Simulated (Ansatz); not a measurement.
Program: Ansatz. Geometries: PBE0-D4/def2-TZVP. ΔE: electronic, gas phase. CBS: MP2 limit from def2 TZ/QZ plus the TZ coupled-cluster correction, frozen cores. Functionals use def2-TZVPP. For Br, Ge outer-core shells are correlated without core-valence functions, which leaves a few kJ/mol of doubt a bond. Scalar relativity is left out up to krypton. One conformer a species, not always the lowest.

Consider the ligand exchange at a B–C bond: `BC(=C)Br` + `C=C[NH][GeH3]` → `B[N]([GeH3])C=C` + `C=CBr`.

| level | ΔE (kJ/mol) |
| --- | --- |
| r2SCAN-D4 | -114.8 |
| PBE0-D4 | -114.9 |
| ωB97X-V | -114.9 |
| B2PLYP | -115.9 |
| r2SCAN | -114.1 |
| CCSD(T)/def2-TZVPP | -122.5 |
| SCS-MP2/def2-QZVPP | -118.8 |
| HF/CBS(def2) | -103.6 |

(1) What does CCSD(T)/CBS give? (Estimate.)

Largest T1 diagnostic among the species: 0.013.

Results:

(1) Ansatz gave: -121.1 kJ/mol. The listed levels differ from it by 6.3, 6.2, 6.2, 5.2, 7.0, -1.4, 2.3, 17.5 kJ/mol.

In def2-TZVPP, CCSD(T) changes the Hartree–Fock value by −18.8 kJ/mol (the triples alone add −2.0 kJ/mol) and MP2 by −18.9 kJ/mol. The D4 term adds −4.3 kJ/mol with B3LYP and −2.3 kJ/mol with PBE0; it sums over pairs of atoms, weighted by their polarisabilities, and B3LYP, whose exchange is more repulsive, gets the larger term.

B3LYP here is the variant with VWN-RPA as its local correlation; programs differ in this.
